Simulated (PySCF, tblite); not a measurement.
Isomers of C6H11O2PSi. Level: GFN2-xTB in tblite, geometry and Hessian alike; calculated harmonic values, unscaled, isolated species. This tight-binding method is rough: wavenumbers can miss measured ones by several per cent, in bad cases by 10 to 20. Modes of hydrogen on phosphorus and silicon can be 10 to 20 % off. One conformer each.

Electronic energies: PBE0/pcSseg-1 single points on the GFN2-xTB geometries (PySCF, gas phase).

```json
{"SMILES": "CC1=C[P@](=O)(CO)C=C1[SiH3]", "electronic energy, lowest = 0 (kJ/mol)": "0.0"}
{"SMILES": "COC1=C(C)C=C([SiH3])[P@H]1=O", "electronic energy, lowest = 0 (kJ/mol)": "34.5"}
{"SMILES": "COC1=C(C)[P@@H](=O)C=C1[SiH3]", "electronic energy, lowest = 0 (kJ/mol)": "37.5"}
```

Problem. How do GFN2-xTB zero-point energies change the relative energies?

Solution. 
| SMILES | ZPE (kJ/mol) | of it from modes above 1550 cm⁻¹ | electronic (kJ/mol) | with ZPE, lowest = 0 (kJ/mol) | lowest mode (cm⁻¹) | rings |
| --- | --- | --- | --- | --- | --- | --- |
| CC1=C[P@](=O)(CO)C=C1[SiH3] | 395.8 | 206.5 | 0.0 | 0.0 | 46 | 1 |
| COC1=C(C)C=C([SiH3])[P@H]1=O | 394.3 | 189.5 | 34.5 | 33.0 | 66 | 1 |
| COC1=C(C)[P@@H](=O)C=C1[SiH3] | 394.6 | 199.6 | 37.5 | 36.3 | 58 | 1 |

The zero-point energies span 1.5 kJ/mol, from `COC1=C(C)C=C([SiH3])[P@H]1=O` to `CC1=C[P@](=O)(CO)C=C1[SiH3]`. The order is unchanged.

Problem. And how do the electronic energies of GFN2-xTB itself compare?

Solution. `CC1=C[P@](=O)(CO)C=C1[SiH3]` 44.6; `COC1=C(C)C=C([SiH3])[P@H]1=O` 0.0; `COC1=C(C)[P@@H](=O)C=C1[SiH3]` 19.7 kJ/mol, lowest = 0. Against the energies above, taken from the same isomer `CC1=C[P@](=O)(CO)C=C1[SiH3]`, the largest difference is 79.1 kJ/mol.

Problem. What do entropy and thermal enthalpy add at 298.15 K and 1 bar (rigid rotor, harmonic oscillator, one conformer each)?

Solution. 
```tsv
SMILES	point group	symmetry number	S (J/(mol K))	H − H(0) (kJ/mol)	ZPE + H − H(0) − TS (kJ/mol)
CC1=C[P@](=O)(CO)C=C1[SiH3]	C1	1	468.5	36.26	292.4
COC1=C(C)C=C([SiH3])[P@H]1=O	C1	1	470.3	36.66	290.7
COC1=C(C)[P@@H](=O)C=C1[SiH3]	C1	1	463.1	36.06	292.6
```
